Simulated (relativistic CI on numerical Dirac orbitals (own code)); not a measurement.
# Mn⁵⁺ in a cubic cluster: 3s photoemission with charge transfer

Computed with a charge-transfer multiplet model of a cubic metal-ligand cluster with up to 2 ligand holes, Slater and spin-orbit integrals from Dirac-Coulomb-Breit ions, Slater integrals scaled by 0.8. The ground state mixes d2 with configurations of k ligand holes L, whose averages lie at kΔ + k(k − 1)U_dd/2; a core hole lowers each added d electron by U_cd. 300 K, Lorentzian 1.4 eV and Gaussian 0.8 eV FWHM.

Atomic integrals in eV (Slater integrals scaled, ζ unscaled), ground: F2dd 10.611, F4dd 6.708, zeta_d 0.057; with the core hole: F2dd 11.280, F4dd 7.158, zeta_d 0.065, G2cd 10.667.

Cluster parameters (eV): Δ = -0.7, U_dd = 5.6, U_cd = 6.8, 10Dq(ligand) = 0, V(eg) = 4, V(t2g) = -1.68, final-state hopping factor = 1.

| Case | n_d | d2 | d3L | d4L2 | S |
| --- | --- | --- | --- | --- | --- |
| 10Dq = 1.55 eV | 2.98 | 0.23 | 0.55 | 0.22 | 1.00 |
| 10Dq = 2.45 eV | 2.98 | 0.23 | 0.55 | 0.21 | 1.00 |
| 10Dq = 2.75 eV | 2.98 | 0.23 | 0.55 | 0.21 | 1.00 |

Weights, n_d and S are thermal averages at 300 K. Binding energies count from the first peak over 30 % of the highest in each spectrum, which can be another peak from case to case. The parameters are a model scan and need not match a compound or its usual spin state. Peaks in eV (height, largest 100):
- 10Dq = 1.55 eV: 0.0 (100), 6.1 (35), 7.5 (32), 18.2 (5)
- 10Dq = 2.45 eV: 0.0 (100), 2.5 (28), 5.9 (31), 7.8 (35), 18.2 (5)
- 10Dq = 2.75 eV: 0.0 (100), 2.6 (29), 5.8 (30), 7.9 (37), 18.3 (5)

Curve for 10Dq = 1.55 eV (points under 2 left out, the grid thinned):

| E (eV) | Intensity |
| --- | --- |
| -3.6 | 4.9 |
| -3.0 | 6.8 |
| -2.4 | 10.3 |
| -1.7 | 19.3 |
| -1.1 | 38.9 |
| -0.5 | 78.4 |
| 0.2 | 95.9 |
| 0.8 | 57.5 |
| 1.4 | 30.6 |
| 2.0 | 22.9 |
| 2.6 | 20.7 |
| 3.3 | 14.5 |
| 3.9 | 11.5 |
| 4.5 | 12.8 |
| 5.2 | 21.7 |
| 5.8 | 33.5 |
| 6.4 | 33.9 |
| 7.0 | 30.7 |
| 7.6 | 31.5 |
| 8.3 | 26.2 |
| 8.9 | 18.4 |
| 9.5 | 14.7 |
| 10.2 | 12.7 |
| 10.8 | 10.1 |
| 11.4 | 8.5 |
| 12.0 | 7.0 |
| 12.6 | 5.5 |
| 13.3 | 4.2 |
| 13.9 | 3.5 |
| 14.5 | 2.8 |
| 15.2 | 2.4 |
| 15.8 | 2.4 |
| 16.4 | 2.8 |
| 17.0 | 3.8 |
| 17.6 | 4.8 |
| 18.3 | 5.2 |
| 18.9 | 4.6 |
| 19.5 | 3.3 |
| 20.2 | 2.2 |
| 23.2 | 2.1 |
| 23.8 | 2.2 |
| 24.4 | 2.5 |
| 25.0 | 3.0 |
| 25.7 | 3.1 |
| 26.3 | 2.1 |

For the case 10Dq = 2.45 eV, Δ = -0.7 eV is smaller than U_dd = 5.6 eV, the charge-transfer side of the Zaanen-Sawatzky-Allen scheme (negative Δ: between configuration averages a ligand hole costs less than the nominal valence; multiplet and field energies can change this for the lowest states). With the core hole the average of the configuration with one ligand hole lies at Δ − U_cd = -7.5 eV before mixing: the effective hopping of about 8.0 eV (from the holes of the mixed ground state) is comparable with this gap or larger, so the configurations mix strongly.

With at most 2 ligand holes the space is cut while the next configuration still counts, so covalency is underestimated, and a final configuration with one more ligand hole, which can lie low, is missing from the spectra.

Without intra-shell correlation the exchange splitting of the 3s hole comes out too large.
